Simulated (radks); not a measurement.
Charge is removed step by step from the 2p3/2 level of the ytterbium ion Yb62+, starting from [He] 2s2 2p(1/2: 2, 3/2: 2). Calculated with a radial shooting solver on a logarithmic mesh with Libxc functionals: Dirac Kohn-Sham, PBE, spin-unpolarised, spherical densities, finite nucleus; Fermi nuclear charge, rms radius 5.3108 fm.

removed (e)	E - E(0) (eV)	eigenvalue (eV)	E minus straight line (eV)
0	0.000	-14283.9	0.000
0.125	1788.0	-14323.5	-17.344
0.25	3580.9	-14363.1	-29.738
0.375	5378.7	-14402.7	-37.179
0.5	7181.6	-14442.4	-39.664
0.625	8989.3	-14482.1	-37.191
0.75	10802.1	-14521.8	-29.758
0.875	12619.8	-14561.5	-17.361
1	14442.5	-14601.2	0.000

Removing the whole electron costs 14442.5 eV by Delta-SCF, against 14283.9 eV from minus the eigenvalue at the starting occupation. Slater's transition state (half an electron removed) gives 14442.4 eV. Integrating minus the eigenvalue over the occupation (Janak's theorem) gives 14442.5 eV. The mean slope of the eigenvalue, de/dn, is 317 eV per electron. Ionisation energy of Yb62+ in the NIST Atomic Spectra Database: 14435 eV (theoretical).

Beside tabulated values, note that spin-unpolarised runs miss the spin-polarisation part of the exchange energy of open shells.
